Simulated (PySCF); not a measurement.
Vibration and rotation of GaO⁻

RHF-CCSD(T) constants of GaO⁻, ¹Σ⁺ (singlet), closed shell (PySCF, no relativity, basis sets Ga def2-TZVPPD, O def2-TZVPPD; masses 68.9256 and 15.9949 u):

| Quantity | Value |
| --- | --- |
| ωe | 792.3 cm⁻¹ |
| ωexe | 3.98 cm⁻¹ |
| Be | 0.43567 cm⁻¹ |
| αe | 0.00311 cm⁻¹ |
| D (centrifugal) | 5.27e-07 cm⁻¹ |

Task: Give the band origin of the fundamental and the first lines of its P and R branches.

Result: ν0 = ωe − 2ωexe = 784.3 cm⁻¹, B0 = 0.43412, B1 = 0.43101 cm⁻¹.

```
J″  P(J″) − ν0  R(J″) − ν0
 0                   0.862
 1      -0.868       1.718
 2      -1.743       2.567
 3      -2.623       3.411
 4      -3.510       4.248
 5      -4.403       5.078
 6      -5.302       5.903
```

Task: Near which J would the R branch turn back, without centrifugal distortion?

Result: At J ≈ (B0 + B1)/(2(B0 − B1)) − 1 ≈ 140.

Correlated steps freeze 10 core orbitals. The CCSD T1 diagnostic is raised, a sign that a single reference may not be enough here.
